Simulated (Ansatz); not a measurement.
`COB(Cl)OC` → `COBCl` + `C=O`  (β-hydride elimination)

Program: Ansatz. Geometries: PBE0-D4/def2-TZVP. ΔE: electronic, gas phase. CCSD(T)/CBS adds triple-zeta CCSD(T) − MP2 to the extrapolated MP2 energy (def2 sets, frozen cores). This one scheme is used for every species. Functionals use def2-TZVPP. B3LYP here is the variant with VWN-RPA as its local correlation; programs differ in this. Each species was taken in one conformer, which may not be the lowest.

```
             level  ΔE (kJ/mol)  difference from CCSD(T)/CBS
         revPBE-D4        219.5                        -13.2
           PBE0-D4        242.9                         10.2
        r2SCANh-D4        245.4                         12.7
               PBE        218.3                        -14.4
            r2SCAN        238.5                          5.8
             B3LYP        211.9                        -20.8
     CCSD/def2-SVP        229.1                         -3.6
    MP2/def2-TZVPP        235.9                          3.2
SCS-MP2/def2-TZVPP        222.9                         -9.8
     HF/def2-QZVPP        212.0                        -20.7
       CCSD(T)/CBS        232.7                            0
```

Largest T1 diagnostic among the species: 0.015.

In def2-TZVPP, CCSD(T) changes the Hartree–Fock value by +15.4 kJ/mol (the triples alone add −0.6 kJ/mol) and MP2 by +23.4 kJ/mol. The D4 term adds +14.4 kJ/mol with B3LYP and +7.9 kJ/mol with PBE0; it sums over pairs of atoms, weighted by their polarisabilities, and B3LYP, whose exchange is more repulsive, gets the larger term. Leaving LDA and LC-ωPBE aside and taking each functional with its dispersion term where it has one, the values, not all of them listed here, spread over 41.5 kJ/mol, from BLYP-D4 to r2SCAN0-D4. LDA lies +60.0 kJ/mol from PBE without D4.
